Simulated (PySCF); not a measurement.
A GIAO shielding run with PySCF (density fitting, non-relativistic, gas phase) on `InChI=1S/C6H12OSi/c1-2-7-8-5-3-4-6-8/h3-4,8H,2,5-6H2,1H3`:

```
$ OMP_NUM_THREADS=1 python probes_run.py task.json out

{"job": {"kind": "nmr", "xc": "PBE", "basis": "pcSseg-1", "pop": false}, "charge": 0, "multiplicity": 1}
C      3.175032    -0.096174    -0.977436
C      2.157317    -0.221076     0.132182
O      0.887889    -0.467696    -0.419013
Si    -0.495282    -0.723691     0.479729
C     -1.952521    -0.884751    -0.702726
C     -2.702673     0.399323    -0.459725
C     -2.299315     1.220835     0.521862
C     -1.107605     0.836960     1.361769
H      4.178611     0.095558    -0.568474
H      2.907126     0.731009    -1.651468
H      3.209800    -1.021548    -1.571381
H      2.445674    -1.040517     0.820429
H      2.143693     0.707895     0.736166
H     -0.262663    -1.883847     1.398781
H     -2.580407    -1.769283    -0.495746
H     -1.616569    -0.980208    -1.749336
H     -3.567527     0.653245    -1.082923
H     -2.826692     2.161478     0.717324
H     -0.350352     1.640103     1.390435
H     -1.395143     0.652311     2.412300
```

Hardware: 1 thread of an Arm Neoverse V1, shared host. The job also computes ring-centre shieldings.

Task: How large is the calculation?

Result: 70 electrons, 203 basis functions and 1072 auxiliary functions.

Task: How long does it take, and how much memory does it need?

Result: 48 s of wall time, with 16 SCF cycles; peak memory 0.85 GiB. Times on a shared host scatter by some tens of per cent.

Task: And these other runs on the same molecule and hardware: GIAO shielding at PBE0/pcSseg-1?

Result: PBE0/pcSseg-1: 203 functions, 33 s.
